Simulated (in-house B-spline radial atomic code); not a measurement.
Configurations of As³⁺, with energies counted from [Ar] 3d10 4s2. Computed with a radial B-spline atomic code at the basis-set limit: non-relativistic r2SCAN0, spin-polarised, spherical fractional occupations, point nucleus. Caution: exact exchange at fractional occupations of open shells leaves self-interaction of up to several eV. Shells without spins written out take the highest spin.

Occupations are held fixed; configurations that lie above the ionisation limit could autoionise.

```csv
configuration,E - E(ref) (eV),highest orbital,its <r> (bohr)
[Ar] 3d10 4s1 5s1,26.484,5s up,3.754
"[Ar] 3d10 4s(0 up, 1 down) 5p(0 up, 1 down)",30.503,5p down,4.291
[Ar] 3d9 4s2 5p1,74.157,5p up,4.178
[Ar] 3d9 4s2 4f1,79.449,4f up,4.288
[Ne] 3s2 3p5 3d10 4s2 5d1,174.75,5d up,5.408
"[Ne] 3s2 3p(2 up, 3 down) 3d10 4s2 5d(1 up, 0 down)",174.77,5d up,5.418
[Ne] 3s2 3p5 3d10 4s2 5f1,179.2,5f up,7.524
```

Question: Order these further configurations by energy, lowest first.
A. [Ar] 3d10 4s1 5f1
B. [Ar] 3d10 4s1 4p1
C. [Ar] 3d10 4s1 4d1
D. [Ar] 3d10 4s(0 up, 1 down) 5d(1 up, 0 down)
E. [Ar] 3d(5 up, 4 down) 4s2 5d(1 up, 0 down)

Answer: B (9.7777 eV), C (25.909 eV), D (36.068 eV), A (40.084 eV), E (79.659 eV).

Question: How far above the reference does [Ar] 3d9 4s2 4p1 lie?

Answer: 52.01 eV; its least bound orbital is 4p up with <r> = 1.933 bohr.

Question: How far above the reference does [Ne] 3s2 3p5 3d10 4s2 4d1 lie?

Answer: 164.17 eV; its least bound orbital is 4d up with <r> = 2.676 bohr.
